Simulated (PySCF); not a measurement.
From one molecule to another.

First species: C7H11FOSi.
Atom-mapped SMILES: `[CH2:1]=[C:2]([CH3:3])[C:4]1=[C:5]([F:6])[Si@@H:7]([O:8][CH3:9])[CH2:10]1` (hydrogens: H11, H12 on C1; H13, H14, H15 on C3; H16 on Si7; H17, H18, H19 on C9; H20, H21 on C10)

Second species: C5H14NPSi2.
Structure used (GFN2-xTB), in Å, numbered top down from 1:
```xyz
23
C5H14NPSi2 angstrom
C     -2.496   -1.336   -0.349
C     -2.219   -0.184    0.246
C     -3.285    0.830    0.522
Si    -0.475    0.297    0.779
C      0.378    1.496   -0.426
C      1.877    1.199   -0.418
Si     2.077   -0.687   -0.314
P      3.883   -1.302    0.865
N      0.643   -1.017    0.590
H     -1.728   -2.066   -0.546
H     -3.496   -1.598   -0.664
H     -3.028    1.778    0.051
H     -3.358    1.009    1.594
H     -4.255    0.504    0.154
H     -0.469    0.789    2.168
H     -0.010    1.328   -1.433
H      0.195    2.544   -0.192
H      2.329    1.655    0.465
H      2.365    1.640   -1.286
H      1.993   -1.324   -1.645
H      4.772   -1.009   -0.153
H      3.803   -2.629    0.486
H      0.498   -1.890    1.064
```

Levels: PBE0/pcSseg-1 for HOMO energy, LUMO energy and HOMO–LUMO gap. Geometries: GFN2-xTB. Each species is one conformer at its optimised geometry, gas phase, non-relativistic unless stated. Electronic properties by PySCF.

Dipoles, sizes and rotational constants follow the conformer. The torsions of the flexible species, by atom-mapped SMILES:
- `[CH2:1]=[C:2]([CH3:3])[C:4]1=[C:5]([F:6])[Si@@H:7]([O:8][CH3:9])[CH2:10]1`: C1–C2–C4–C5 -179°, C5–Si7–O8–C9 -92°

The conformers of `C=C(C)[Si@@H]1CC[Si@@H](P)N1` aren't listed.

```csv
property,column X,column Y
HOMO energy,-6.54 eV,-6.99 eV
LUMO energy,-0.93 eV,-0.04 eV
HOMO–LUMO gap,5.61 eV,6.95 eV
```

**Question.** Which column belongs to which species?

**Answer.** Column X is the first species and column Y the second. The first has 21 atoms and 84 electrons, the second 23 and 94.

**Question.** How does each property change from the first species to the second?

**Answer.** HOMO energy -0.45 eV; LUMO energy +0.89 eV; HOMO–LUMO gap +1.34 eV.

